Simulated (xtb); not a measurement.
CH7Cl2NSi2, SMILES [SiH3]CN[SiH](Cl)Cl. All values are semi-empirical tight-binding results from xtb (GFN2-xTB unless named), good for trends rather than for accurate numbers. Coordinates come from a GFN2-xTB optimisation. This is a generated structure with no PubChem entry under its InChIKey; it may be hypothetical. One conformer was computed; it need not be the lowest.

Optimised geometry:

Bond lengths (Å): Si1–C2 1.912, Si1–H7 1.461, Si1–H8 1.466, Si1–H9 1.463, C2–N3 1.456, C2–H10 1.095, C2–H11 1.090, N3–Si4 1.707, N3–H12 1.009, Si4–Cl5 2.013, Si4–Cl6 2.015, Si4–H13 1.460. Angles (°): C2–Si1–H7 108.3, C2–Si1–H8 108.0, C2–Si1–H9 108.8, H7–Si1–H8 110.7, H7–Si1–H9 111.3, H8–Si1–H9 109.7, Si1–C2–N3 113.4, Si1–C2–H10 110.4, Si1–C2–H11 110.5, N3–C2–H10 108.1, N3–C2–H11 107.5, H10–C2–H11 106.6, C2–N3–Si4 125.2, C2–N3–H12 111.8, Si4–N3–H12 118.4, N3–Si4–Cl5 107.1, N3–Si4–Cl6 105.3, N3–Si4–H13 117.8, Cl5–Si4–Cl6 112.1, Cl5–Si4–H13 106.8, Cl6–Si4–H13 107.8.

Computed properties:
```yaml
orbital_gap: 4.89 eV
dipole_moment: 3.33 D
zero_point_energy: 49.5 kcal/mol
G − E(el) at 298.15 K (modified RRHO): 26.7 kcal/mol
static polarisability (D4 model): 106.6 bohr³
solvation energy, GFN2-xTB/ALPB(water): -1.8 kcal/mol
solvation energy, GFN2-xTB/ALPB(octanol): -5.8 kcal/mol
```

### Question
Give the atomic charges and the Wiberg bond orders between heavy atoms. (An estimate is asked for; the answer gives what the named calculation found.)

### Answer
charges (e) Si1 0.44, C2 -0.10, N3 -0.31, Si4 0.54, Cl5 -0.23, Cl6 -0.25, H7 -0.09, H8 -0.09, H9 -0.09, H10 0.03, H11 0.02, H12 0.16, H13 -0.04. Bond orders Si1–C2 0.87, C2–N3 1.02, N3–Si4 1.19, Si4–Cl5 1.09, Si4–Cl6 1.05.
